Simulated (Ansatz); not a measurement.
C2HN, SMILES `[CH]C#N` (excited singlet) (charge 0, multiplicity 1). This singlet is an excited state, 0.67 eV above the relaxed triplet at the level B3LYP/cc-pVTZ // PBE0-D3(BJ)/def2-TZVP (Ansatz, a quantum-chemistry and plane-wave program).

Cartesian coordinates (Å):
```xyz
4

C     -0.7727     0.4638     0.0050
C      0.5358     0.0631     0.0014
N      1.6925    -0.1305     0.0006
H     -1.4556    -0.3964    -0.0070
```
Charge 0, multiplicity 1.

Frozen-core energies in 6-31g from Ansatz at a geometry from PBE0-D3(BJ)/def2-TZVP; the HF reference has <S^2> = 0.00 (restricted, and unstable towards unrestricted orbitals) and the T1 diagnostic is 0.023.

| level | energy (Ha) |
|---|---|
| HF | -130.55305 |
| MP2 | -130.81798 |
| CCSD | -130.83446 |
| CCSD(T) | -130.84648 |

Task: Estimate the energies of CCSDT, CCSDT(Q) and CCSDTQ, and give each level's difference from CCSDTQ.

Result: 
```csv
level,energy (Ha),difference from CCSDTQ (mHa)
MP2,-130.81798,31.16
CCSD,-130.83446,14.68
CCSD(T),-130.84648,2.65
CCSDT,-130.84742,1.72
CCSDT(Q),-130.84936,-0.23
CCSDTQ,-130.84913,0.00
```
